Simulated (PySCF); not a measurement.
Electron correlation in As (arsenic, neutral)

[Ar] 3d10 4s2 4p2 5s1, high-spin 4P determinant (an excited configuration). Calculation: PySCF 2.14, in aug-cc-pVTZ-PP with ECP10MDF (6s5p4d2f, 55 functions); scalar relativity through the core potential. Frozen: 3s2 3p6 3d10; 5 electrons correlated.

MP2 pair energies summed by pair of shells (mhartree):

| pair | energy | share (%) |
| --- | --- | --- |
| 4s-4p | -33.17 | 52.0 |
| 4s-4s | -15.52 | 24.3 |
| 4p-4p | -5.27 | 8.3 |
| 4p-5s | -4.98 | 7.8 |
| 4s-5s | -4.85 | 7.6 |

Total MP2 correlation energy: -63.79 mhartree.

Same-spin part -14.88 and opposite-spin part -48.91 mhartree; SCS-MP2 scales them by 1/3 and 6/5 to -63.65 mhartree.
